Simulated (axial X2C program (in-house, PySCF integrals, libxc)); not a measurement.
## Which molecule has these constants?

All values come from calculations with an in-house all-electron X2C program for linear molecules (integrals from PySCF), spin-free (one-electron X2C) or two-component (2c: spin–orbit coupling with atomic mean-field Coulomb and Gaunt terms, which also bring small scalar terms), in Dyall basis sets with cores contracted in-house; open shells are unrestricted.

A two-component PBE0 calculation in a Dyall 3-zeta basis gave Re = 1.372 Å, ωe = 2544.3 cm⁻¹, De = 3.77 eV, Ω = 1.

Question: Which molecule is it?
A. OH⁺
B. TeH⁺
C. SeH⁺
D. SH⁺

Answer: D. The others have SeH⁺ 1.489 Å and 2326.3 cm⁻¹ (Ω = 1); TeH⁺ 1.673 Å and 2100.7 cm⁻¹ (Ω = 1); OH⁺ 1.033 Å and 3103.6 cm⁻¹ (Ω = 1).

Each entry is the lowest single determinant of a limited PBE0 search at one distance. De goes to single-determinant-based atoms at the same level (for ions the charge split of lowest energy) and is withheld (n/a) where an atom does not fit its ground term or J level. Main or longest-lived isotopes. One determinant is a doubtful description, or other states lie close, for SH⁺, SeH⁺, TeH⁺, OH⁺; these need not be ground states, and all values refer to the states named. Some open-shell Ω = 0 determinants are out of reach, so the Ω given for SH⁺, SeH⁺, TeH⁺, OH⁺ need not be the lowest component. With several unpaired electrons the Ω given is that of one determinant, not necessarily of the lowest component. Some light 2c atoms are not at their ground J level, so De misses part of their lowering (0.04 eV or less). The functionals have no current term, which raises determinants with orbital currents.
